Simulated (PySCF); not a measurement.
Species: C₄H₅FNO (charge +1).
Z-matrix (Å and degrees, GFN2-xTB geometry), rows numbered from 1:
```
C 
N   1  1.4412
C   2  1.3803  1  126.67
C   3  1.3530  2  106.57  1   179.86
O   4  1.3543  3  108.58  2     0.02
C   5  1.2966  4  106.48  3    -0.01
F   6  1.2875  2  125.25  1     0.08
H   1  1.0908  2  109.70  3   -60.08
H   1  1.0906  2  109.79  3    59.17
H   1  1.0887  2  109.90  3   179.60
H   3  1.0724  2  122.49  1    -0.18
H   4  1.0743  3  133.17  2  -179.96
```

Definitions: NICS(0) = −σiso at the ring centroid; NICS(1) = −σiso and NICS(1)zz = −σzz at ±1 Å along the ring normal z. Level: GIAO PBE0/pcSseg-1 (PySCF, non-relativistic, gas phase) on the GFN2-xTB geometry, one conformer.

Ring bond lengths (Å), with Mayer bond orders in brackets: N2–C3 1.380 (1.03), C3–C4 1.353 (1.70), C4–O5 1.354 (0.99), O5–C6 1.297 (1.24), C6–N2 1.321 (1.34).

Question: What do the NICS probes read (ppm)?

Answer: 
| ring | type | NICS(0) | NICS(1), two faces | NICS(1)zz, two faces | rms pucker (Å) | centre to ring atoms, mean (Å) |
| --- | --- | --- | --- | --- | --- | --- |
| N2–C3–C4–O5–C6 | 5-membered ring with N and O; formal bonds all aromatic | -12.4 | -8.6 / -8.6 | -22.0 / -22.0 | 0.00 | 1.14 |

Question: What do they say, and how far can they be read as aromaticity?

Answer: 
- N2–C3–C4–O5–C6: mean NICS(1)zz -22.0 ppm, shielded, aromatic by this magnetic criterion (flat ring, no four-coordinate atom).

Question: And the bond-length index? HOMA = 1 − mean of α(R − Ropt)² over the ring bonds, with Krygowski's 1993 parameters (CC: Ropt 1.388 Å, α 257.7 Å⁻²; CN: Ropt 1.334 Å, α 93.52 Å⁻²; CO: Ropt 1.265 Å, α 157.38 Å⁻²).

Answer: 
- N2–C3–C4–O5–C6: HOMA 0.61; the largest term is that of C4–O5, α(R − Ropt)² = 1.26.

Question: At the second NICS(1) probe listed for ring N2–C3–C4–O5–C6, 1 Å off the ring, what do the in-plane components average?

Answer: The isotropic value is a third of the trace: (3 × -8.6 − (-22.0))/2 = -1.9 ppm.

Question: List the ring angles and the Hirshfeld charges of the ring atoms.

Answer: 
- N2–C3–C4–O5–C6: N2 105.7° (+0.041 e), C3 106.6° (+0.033 e), C4 108.6° (+0.079 e), O5 106.5° (+0.009 e), C6 112.7° (+0.314 e); sum 540.0° against 540° for a flat convex ring.
